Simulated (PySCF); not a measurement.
Structure elucidation problem

The spectra below were simulated for a compound C₆H₈FPSi.

$^{1}$H NMR (600 MHz, computed): δ 9.29 (m, 1H), 9.15 (m, 1H), 4.65 (s, 3H), 2.65 (s, 3H).

$^{13}$C{$^{1}$H} NMR (computed): δ 176.4 (C), 173.1 (CH), 170.0 (CH), 136.2 (C), 131.6 (C), 22.6 (CH3).

Calculated, not measured (PySCF 2.14.0 with density-fitted response routines): σ from GIAO-PBE0/pcSseg-1, geometry: GFN2-xTB. Isolated molecule, rapidly exchanging positions averaged, one conformer, no relativistic terms.

References, each an isolated molecule treated in the same way: TMS for $^{1}$H and $^{13}$C.

Problem. Propose a structure and justify it.

Solution. 
- 6 carbon signals for 6 carbons: no two carbons are equivalent.
- Carbon types of the structure: 3 × C, 2 × CH, 1 × CH3, leaving 3 H on heteroatoms.
- δC 176.4: aromatic carbon bearing fluorine; σ withdrawal by the attached heteroatom moves it downfield of the ring CH carbons.
- δC 173.1, 170.0: aromatic CH.
- δC 136.2, 131.6: substituted aromatic carbon.
- δC 22.6: methyl carbon on an aromatic ring; aliphatic region, no heteroatom directly attached.
- δH 9.29, 9.15: hydrogen on an aromatic CH; it sits in the deshielding region of the aromatic ring current.
- δH 4.65: hydrogen on a silicon bonded to C.
- δH 2.65: hydrogen on a methyl carbon on an aromatic ring; benzylic-type position, deshielded by the ring.

These data were computed for SMILES Cc1cpcc([SiH3])c1F.

The data come from this structure; uniqueness wasn't tested.

Splittings by $^{19}$F and $^{31}$P in the carbon and heteronuclear signals aren't shown, as no couplings were computed. Shifts are as computed. Against solution values, carbons near 30 ppm lie about +3 ppm off and those near 130 ppm about +5 ppm. Of 1211 compounds with measured shifts, 218 miss one by over three times the rms of a fit or turn the order of signals round; such compounds aren't used in these exercises. Multiplicities follow the n + 1 count of equivalent neighbours, as no J values were calculated; m marks all less simple cases, F and P coupling included.
